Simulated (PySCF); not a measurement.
C8H13P.
SMILES with atom numbers: `[CH2:1]=[CH:2][C:3]1=[C:4]([CH3:5])[CH2:6][P:7]([CH3:8])[CH2:9]1` (hydrogens: H10, H11 on C1; H12 on C2; H13, H14, H15 on C5; H16, H17 on C6; H18, H19, H20 on C8; H21, H22 on C9)

The same species was optimised twice, with GFN2-xTB and with PBE0-D3(BJ)/def2-SVP (PySCF), and the same property calculations (PySCF, gas phase) were run on both structures.

```json
{"coordinate": "C3=C4 (Å)", "GFN2-xTB": "1.341", "PBE0-D3(BJ)/def2-SVP": "1.357", "change": "+0.016"}
{"coordinate": "C1=C2 (Å)", "GFN2-xTB": "1.330", "PBE0-D3(BJ)/def2-SVP": "1.342", "change": "+0.012"}
{"coordinate": "C2–C3 (Å)", "GFN2-xTB": "1.448", "PBE0-D3(BJ)/def2-SVP": "1.456", "change": "+0.008"}
{"coordinate": "C6–P7 (Å)", "GFN2-xTB": "1.864", "PBE0-D3(BJ)/def2-SVP": "1.869", "change": "+0.005"}
{"coordinate": "P7–C9 (Å)", "GFN2-xTB": "1.863", "PBE0-D3(BJ)/def2-SVP": "1.867", "change": "+0.004"}
{"coordinate": "C4–C6 (Å)", "GFN2-xTB": "1.503", "PBE0-D3(BJ)/def2-SVP": "1.505", "change": "+0.002"}
{"coordinate": "C3–C9 (Å)", "GFN2-xTB": "1.508", "PBE0-D3(BJ)/def2-SVP": "1.509", "change": "+0.001"}
{"coordinate": "P7–C8 (Å)", "GFN2-xTB": "1.854", "PBE0-D3(BJ)/def2-SVP": "1.854", "change": "0.000"}
{"coordinate": "C4–C5 (Å)", "GFN2-xTB": "1.493", "PBE0-D3(BJ)/def2-SVP": "1.493", "change": "0.000"}
{"coordinate": "C5–C4–C6 (°)", "GFN2-xTB": "116.3", "PBE0-D3(BJ)/def2-SVP": "117.5", "change": "+1.2"}
{"coordinate": "C2–C3–C4 (°)", "GFN2-xTB": "125.6", "PBE0-D3(BJ)/def2-SVP": "124.5", "change": "-1.1"}
{"coordinate": "C8–P7–C9 (°)", "GFN2-xTB": "97.2", "PBE0-D3(BJ)/def2-SVP": "98.2", "change": "+1.0"}
{"coordinate": "C3–C4–C5 (°)", "GFN2-xTB": "128.1", "PBE0-D3(BJ)/def2-SVP": "127.1", "change": "-1.0"}
{"coordinate": "C6–P7–C8 (°)", "GFN2-xTB": "97.3", "PBE0-D3(BJ)/def2-SVP": "98.1", "change": "+0.8"}
{"coordinate": "C2–C3–C9 (°)", "GFN2-xTB": "119.4", "PBE0-D3(BJ)/def2-SVP": "120.2", "change": "+0.8"}
{"coordinate": "C6–P7–C9 (°)", "GFN2-xTB": "89.8", "PBE0-D3(BJ)/def2-SVP": "90.3", "change": "+0.5"}
{"coordinate": "C4–C6–P7 (°)", "GFN2-xTB": "107.0", "PBE0-D3(BJ)/def2-SVP": "107.4", "change": "+0.4"}
{"coordinate": "C1–C2–C3–C4 (°)", "GFN2-xTB": "174", "PBE0-D3(BJ)/def2-SVP": "177", "change": "+3"}
```

Rotational constants: A = 1874, B = 1132, C = 832.0 MHz (GFN2-xTB) against A = 1869, B = 1108, C = 813.7 MHz (PBE0-D3(BJ)/def2-SVP). Point groups within 0.08 Å: C1 and C1. Atoms that the bonding makes alike are paired by their places after alignment.

On the GFN2-xTB structure: HOMO (eV) -6.33 [PBE0/pcSseg-1]; LUMO (eV) -0.68 [PBE0/pcSseg-1]; dipole (D) 1.46 [PBE0/pcSseg-1]; GIAO shielding of C1 (ppm) 67.2 [PBE0/pcSseg-1]; GIAO shielding of C2 (ppm) 47.1 [PBE0/pcSseg-1]; GIAO shielding of C3 (ppm) 47.6 [PBE0/pcSseg-1]; GIAO shielding of C4 (ppm) 41.2 [PBE0/pcSseg-1]; GIAO shielding of C5 (ppm) 167.7 [PBE0/pcSseg-1]; GIAO shielding of C6 (ppm) 141.1 [PBE0/pcSseg-1]; GIAO shielding of P7 (ppm) 373.3 [PBE0/pcSseg-1]; GIAO shielding of C8 (ppm) 172.8 [PBE0/pcSseg-1].

What do these properties become on the PBE0-D3(BJ)/def2-SVP structure?

```json
{"property": "HOMO (eV)", "level": "PBE0/pcSseg-1", "on GFN2-xTB": "-6.33", "on PBE0-D3(BJ)/def2-SVP": "-6.29", "change": "+0.04"}
{"property": "LUMO (eV)", "level": "PBE0/pcSseg-1", "on GFN2-xTB": "-0.68", "on PBE0-D3(BJ)/def2-SVP": "-0.74", "change": "-0.06"}
{"property": "dipole (D)", "level": "PBE0/pcSseg-1", "on GFN2-xTB": "1.46", "on PBE0-D3(BJ)/def2-SVP": "1.45", "change": "-0.01"}
{"property": "energy, GFN2-xTB geometry as zero (kcal/mol)", "level": "PBE0/pcSseg-1", "on GFN2-xTB": "0.0", "on PBE0-D3(BJ)/def2-SVP": "-0.7", "change": "-0.7"}
{"property": "GIAO shielding of C1 (ppm)", "level": "PBE0/pcSseg-1", "on GFN2-xTB": "67.2", "on PBE0-D3(BJ)/def2-SVP": "64.2", "change": "-3.0"}
{"property": "GIAO shielding of C2 (ppm)", "level": "PBE0/pcSseg-1", "on GFN2-xTB": "47.1", "on PBE0-D3(BJ)/def2-SVP": "44.2", "change": "-2.9"}
{"property": "GIAO shielding of C3 (ppm)", "level": "PBE0/pcSseg-1", "on GFN2-xTB": "47.6", "on PBE0-D3(BJ)/def2-SVP": "44.5", "change": "-3.1"}
{"property": "GIAO shielding of C4 (ppm)", "level": "PBE0/pcSseg-1", "on GFN2-xTB": "41.2", "on PBE0-D3(BJ)/def2-SVP": "38.5", "change": "-2.7"}
{"property": "GIAO shielding of C5 (ppm)", "level": "PBE0/pcSseg-1", "on GFN2-xTB": "167.7", "on PBE0-D3(BJ)/def2-SVP": "165.9", "change": "-1.8"}
{"property": "GIAO shielding of C6 (ppm)", "level": "PBE0/pcSseg-1", "on GFN2-xTB": "141.1", "on PBE0-D3(BJ)/def2-SVP": "140.4", "change": "-0.7"}
{"property": "GIAO shielding of P7 (ppm)", "level": "PBE0/pcSseg-1", "on GFN2-xTB": "373.3", "on PBE0-D3(BJ)/def2-SVP": "372.5", "change": "-0.8"}
{"property": "GIAO shielding of C8 (ppm)", "level": "PBE0/pcSseg-1", "on GFN2-xTB": "172.8", "on PBE0-D3(BJ)/def2-SVP": "170.1", "change": "-2.7"}
```

The heavy atoms differ by 0.042 Å rms after alignment (one structure mirrored). Among bonds between heavy atoms C3=C4 changes most (+0.016 Å). Changes are differences of the printed values. Neither structure is proved a minimum here.
